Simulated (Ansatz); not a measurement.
`[NH2][Al]([Br])[Br]` + HCl → `[Cl][Al]([Br])[Br]` + NH₃ at 500 K and 1 bar (ligand exchange at the Al–N bond).

Computed with Ansatz on PBE0-D4/def2-TZVP structures; ΔE is electronic, products minus reactants. CCSD(T)/CBS is the MP2 limit (def2-TZVPP, def2-QZVPP) plus CCSD(T) − MP2 in def2-TZVPP, frozen cores. This one scheme is used for every species. For Br outer-core shells are correlated without core-valence functions, which leaves a few kJ/mol of doubt a bond. Scalar relativity is left out up to krypton. Each species was taken in one conformer, which may not be the lowest.

```json
{"species": "`[NH2][Al]([Br])[Br]`", "CCSD(T)/CBS energy (Eh)": "-5444.74521", "H − E (kJ/mol)": "112.6", "S (J/(mol·K))": "395.4"}
{"species": "HCl", "CCSD(T)/CBS energy (Eh)": "-460.38127", "H − E (kJ/mol)": "32.5", "S (J/(mol·K))": "201.9"}
{"species": "`[Cl][Al]([Br])[Br]`", "CCSD(T)/CBS energy (Eh)": "-5848.64059", "H − E (kJ/mol)": "43.6", "S (J/(mol·K))": "385.9"}
{"species": "NH₃", "CCSD(T)/CBS energy (Eh)": "-56.50880", "H − E (kJ/mol)": "108.2", "S (J/(mol·K))": "211.8"}
```

H − E and S are ideal-gas, rigid-rotor, harmonic terms from PBE0-D4/def2-TZVP, for one conformer and one mirror image of each species. 1 Eh = 2625.50 kJ/mol, R = 8.31446 J/(mol·K).

By hand: ΔE, ΔH, ΔS and ΔG.

ΔE = (-5848.64059) + (-56.50880) − (-5444.74521) − (-460.38127) = -0.02291 Eh = -60.2 kJ/mol. Δ(H − E) = 43.6 + 108.2 − 112.6 − 32.5 = 6.7, so ΔH = -53.5 kJ/mol. ΔS = 385.9 + 211.8 − 395.4 − 201.9 = 0.4 J/(mol·K). ΔG = -53.5 − 500 × (0.4)/1000 = -53.7 kJ/mol.

By hand: the equilibrium constant, and the temperature at which ΔG would vanish if ΔH and ΔS stayed fixed.

log₁₀ K = −ΔG/(RT ln 10) = 5.6. ΔH and −TΔS have one sign here, so there is no such temperature.

The number of gas molecules stays the same, so ΔS is small and ΔH decides. A doubt of 5 kJ/mol in ΔE shifts log₁₀ K by 0.5 here. Other conformers and mirror images would add mixing entropy, several J/(mol·K) or more a flexible species. These are equilibria of isolated gas molecules and say nothing of rates. Largest T1 diagnostic: 0.007 (customary marks: 0.02 for closed shells, 0.045 for open ones).

ΔS is within the doubt of such terms, so its sign, and with it that verdict, could turn.
